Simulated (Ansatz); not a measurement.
Process, species as SMILES: [SiH3]O[SiH](Cl)Cl -> [SiH3]O[Si](Cl)Cl + H atom (the H-Si bond at the site shown breaks; other sites are not compared here)
Geometries: B3LYP-D3(BJ)/def2-TZVP minima from Ansatz (an electronic-structure program), one conformer each, not searched for the lowest. Frequencies are from Ansatz.

Property: bond dissociation energy (enthalpy at 298 K, with B3LYP-D3(BJ) rigid-rotor harmonic-oscillator terms), in kcal/mol. Valence correlation only, unless marked. Open shells are spin-unrestricted. Spin-orbit coupling is left out. Non-relativistic. CBS marks a two-point X^-3 extrapolation of the correlation energy; Hartree-Fock from the larger set.

```json
[
 {"level": "HF/cc-pV(Q+d)Z", "program": "Ansatz", "bond dissociation energy (kcal/mol)": "75.5"},
 {"level": "PBE-D4/def2-TZVPD", "program": "Ansatz + dftd4", "bond dissociation energy (kcal/mol)": "86.7"},
 {"level": "BLYP-D4/def2-TZVPD", "program": "Ansatz + dftd4", "bond dissociation energy (kcal/mol)": "88.4"},
 {"level": "PBE0/6-31G*", "program": "Ansatz", "bond dissociation energy (kcal/mol)": "89.1"},
 {"level": "PBE0/def2-SVP", "program": "Ansatz", "bond dissociation energy (kcal/mol)": "88.8"},
 {"level": "r2SCAN0-D4/def2-TZVPD", "program": "Ansatz + dftd4", "bond dissociation energy (kcal/mol)": "90.2"},
 {"level": "LC-wPBE-D4/def2-TZVPD", "program": "Ansatz + dftd4", "bond dissociation energy (kcal/mol)": "90.8"}
]
```

Problem. What does CCSD(T)/CBS(cc-pV(T+d)Z,cc-pV(Q+d)Z) (Ansatz) give?

Solution. 95.7 kcal/mol
